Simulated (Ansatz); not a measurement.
Consider the redistribution: `[OH][AlH][SH]` + `C=C(F)S[SiH3]` → `C=[C](F)[AlH][OH]` + `[SiH3]SS`.

Computed with Ansatz on PBE0-D4/def2-TZVP structures; ΔE is electronic, products minus reactants. CCSD(T)/CBS adds triple-zeta CCSD(T) − MP2 to the extrapolated MP2 energy (def2 sets, frozen cores). Functionals use def2-TZVPP. B3LYP here is the variant with VWN-RPA as its local correlation; programs differ in this. Each species was taken in one conformer, which may not be the lowest.

`[OH][AlH][SH]`:

Z-matrix (Å, degrees):
```
Al
S 1 2.186
O 1 1.690 2 122.3
H 1 1.569 2 119.3 3 -179.9
H 2 1.344 1 94.2 3 -0.1
H 3 0.955 1 126.2 2 0.1
```

`C=C(F)S[SiH3]`:

Z-matrix (Å, degrees):
```
Si
S 1 2.151
H 1 1.483 2 103.3
H 1 1.483 2 110.2 3 -118.6
H 1 1.481 2 112.0 3 118.4
C 2 1.754 1 99.9 3 170.9
F 6 1.342 2 114.3 1 42.9
C 6 1.322 2 125.3 1 -139.9
H 8 1.082 6 120.1 2 -174.4
H 8 1.079 6 120.2 2 5.0
```

`C=[C](F)[AlH][OH]`:

```xyz
9

C    -0.006   -1.409    0.907
C    -0.029   -0.085    0.994
F    -0.075    0.475    2.234
Al   -0.001    1.133   -0.533
O     0.055    0.329   -2.023
H     0.031   -1.870   -0.072
H    -0.023   -2.049    1.785
H    -0.027    2.708   -0.421
H     0.075    0.770   -2.870
```

`[SiH3]SS`:

Z-matrix (Å, degrees):
```
Si
S 1 2.143
H 1 1.484 2 110.0
H 1 1.482 2 110.2 3 121.2
H 1 1.487 2 106.0 3 -119.1
S 2 2.065 1 97.1 3 -62.7
H 6 1.346 2 98.0 1 89.3
```

```csv
level,ΔE (kcal/mol),difference from CCSD(T)/CBS
PBE-D4,25.3,-0.6
PBE0-D4,26.4,0.5
B3LYP-D4,24.6,-1.3
ωB97X-V,26.1,0.2
B2PLYP,25.9,0.0
PBE0,26.3,0.4
MP2/def2-TZVPP,28.5,2.6
MP2/def2-QZVPP,27.8,1.9
HF/CBS(def2),25.6,-0.3
CCSD/CBS(def2),25.7,-0.2
CCSD(T)/CBS,25.9,0
```

Largest T1 diagnostic among the species: 0.013.

In def2-TZVPP, CCSD(T) changes the Hartree–Fock value by +1.1 kcal/mol (the triples alone add +0.2 kcal/mol) and MP2 by +2.6 kcal/mol. From PBE to PBE0 (25 % exact exchange), in def2-TZVPP and without D4, ΔE moves by +1.1 kcal/mol.
